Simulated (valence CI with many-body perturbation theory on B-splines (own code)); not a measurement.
Results of a calculation; reference values are marked as such.
From CI to CI+MBPT in La50+

Method: relativistic CI+MBPT: five valence electrons over a frozen Dirac-Fock core [He], a basis of 9 s, 9 p, 8 d, 6 f, 3 g, 1 h functions for each j, with the one-electron correlation potential Σ1, the two-electron term Σ2, the three-electron term Σ3, Breit, model QED; selected CI, second order for the rest (own B-spline code, finite nucleus).

No measured spectrum was set against this ion. As an estimate, large intervals hold to a few tenths of a per cent, small ones and those within an open d or f shell to about a per cent. Among the levels kept, up to 1200 cm⁻¹ of a level comes from second order outside the variational space, and about a tenth of that is noise between levels of different J, which matters for small intervals.

Each rung adds one term. CI alone is the Dirac-Coulomb CI over the frozen core; QED comes last and gives the full result, which names the levels. Energies are above (2s^2 2p1/2^2 2p3/2) J=3/2 on the same rung, in eV.

Levels are named by their leading jj configuration (3d3/2^4 stands for four electrons in 3d with j = 3/2), which in mixed levels can hold well under half, so a name can repeat and another be missing. Letters in brackets count levels of one name in rising energy.

| Level | CI alone | + Σ1 | + Σ2 | + Σ3 | + Breit | Full |
| --- | --- | --- | --- | --- | --- | --- |
| (2s^2 2p1/2 2p3/2^2) J=3/2 | 419.5 | 419.6 | 419.6 | 419.6 | 413.3 | 414.1 |
| (2s^2 2p1/2 2p3/2^2) J=5/2 | 444.7 | 444.8 | 444.9 | 444.8 | 434.1 | 434.8 |
| (2s^2 2p1/2 2p3/2^2) J=1/2 | 473.3 | 473.4 | 473.5 | 473.5 | 468.2 | 468.9 |
| (2s 2p1/2^2 2p3/2^2) J=5/2 | 658.3 | 658.2 | 658.0 | 657.9 | 655.5 | 649.2 |
| (2s 2p1/2^2 2p3/2^2) J=1/2 | 728.1 | 728.0 | 727.8 | 727.7 | 729.6 | 723.2 |
| (2s 2p1/2^2 2p3/2^2) J=3/2 | 732.8 | 732.7 | 732.3 | 732.1 | 731.2 | 724.8 |
| (2s^2 2p3/2^3) J=3/2 | 895.8 | 896.1 | 896.1 | 896.1 | 882.7 | 884.2 |
| (2s 2p1/2 2p3/2^3) J=3/2 [a] | 1096.5 | 1096.4 | 1096.3 | 1096.2 | 1089.8 | 1084.2 |
| (2s 2p1/2 2p3/2^3) J=5/2 | 1135.0 | 1135.0 | 1134.8 | 1134.6 | 1124.0 | 1118.4 |
| (2s 2p1/2 2p3/2^3) J=1/2 | 1171.4 | 1171.3 | 1171.0 | 1170.8 | 1164.5 | 1158.9 |
| (2s 2p1/2 2p3/2^3) J=3/2 [b] | 1184.8 | 1184.7 | 1184.4 | 1184.2 | 1175.3 | 1169.7 |
| (2p1/2^2 2p3/2^3) J=3/2 | 1444.0 | 1443.7 | 1443.0 | 1442.7 | 1442.2 | 1429.5 |
| (2s 2p3/2^4) J=1/2 | 1607.7 | 1607.8 | 1607.6 | 1607.4 | 1594.9 | 1590.1 |
| (2p1/2 2p3/2^4) J=1/2 | 1886.1 | 1885.9 | 1885.4 | 1885.1 | 1877.8 | 1865.8 |
| (2s^2 2p1/2^2 3s) J=1/2 | 5133.3 | 5133.5 | 5133.7 | 5133.5 | 5129.2 | 5130.6 |
| (2s^2 2p1/2^2 3p1/2) J=1/2 | 5204.4 | 5204.6 | 5204.7 | 5204.6 | 5202.4 | 5201.7 |
| (2s^2 2p1/2^2 3p3/2) J=3/2 | 5342.3 | 5342.5 | 5342.5 | 5342.4 | 5337.9 | 5337.5 |
| (2s^2 2p1/2^2 3d3/2) J=3/2 | 5410.5 | 5410.8 | 5410.9 | 5410.8 | 5405.9 | 5405.3 |
| (2s^2 2p1/2^2 3d5/2) J=5/2 | 5455.4 | 5455.7 | 5455.8 | 5455.6 | 5449.4 | 5448.8 |
| (2s^2 2p1/2 2p3/2 3s) J=3/2 [a] | 5561.2 | 5561.6 | 5561.6 | 5561.5 | 5549.7 | 5551.9 |
| (2s^2 2p1/2 2p3/2 3s) J=1/2 | 5568.8 | 5569.2 | 5569.3 | 5569.1 | 5557.4 | 5559.6 |
| (2s^2 2p1/2 2p3/2 3s) J=5/2 | 5582.5 | 5582.9 | 5583.0 | 5582.8 | 5567.3 | 5569.4 |
| (2s^2 2p1/2 2p3/2 3s) J=3/2 [b] | 5586.8 | 5587.1 | 5587.2 | 5587.0 | 5572.0 | 5574.2 |
| (2s^2 2p1/2 2p3/2 3p1/2) J=1/2 | 5631.6 | 5631.9 | 5632.0 | 5631.8 | 5622.4 | 5622.5 |
| (2s^2 2p1/2 2p3/2 3p1/2) J=3/2 [a] | 5638.5 | 5638.8 | 5638.8 | 5638.7 | 5628.0 | 5628.2 |
| (2s^2 2p1/2 2p3/2 3p1/2) J=5/2 | 5654.2 | 5654.5 | 5654.6 | 5654.4 | 5640.4 | 5640.6 |
| (2s^2 2p1/2 2p3/2 3p1/2) J=3/2 [b] | 5678.6 | 5678.9 | 5678.9 | 5678.8 | 5667.1 | 5667.3 |
| (2s^2 2p1/2 2p3/2 3p3/2) J=5/2 [a] | 5751.6 | 5751.9 | 5751.8 | 5751.7 | 5741.4 | 5739.8 |
| (2s^2 2p1/2 2p3/2 3p3/2) J=1/2 [a] | 5765.7 | 5766.1 | 5766.1 | 5766.0 | 5753.4 | 5753.7 |
| (2s^2 2p1/2 2p3/2 3p3/2) J=3/2 [a] | 5772.9 | 5773.2 | 5773.2 | 5773.1 | 5759.9 | 5760.2 |
| (2s^2 2p1/2 2p3/2 3p3/2) J=3/2 [b] | 5777.2 | 5777.4 | 5777.4 | 5777.2 | 5766.6 | 5764.6 |

Task: How does the ionisation energy move along the ladder, and which term matters most?

Result: CI alone 9443.4, + Σ1 9443.8, + Σ2 9443.9, + Σ3 9443.7, + Breit 9437.3, + QED 9436.7 eV. The largest step is Breit, -6.5 eV. NIST lists 9437 ± 4 eV (theoretical).
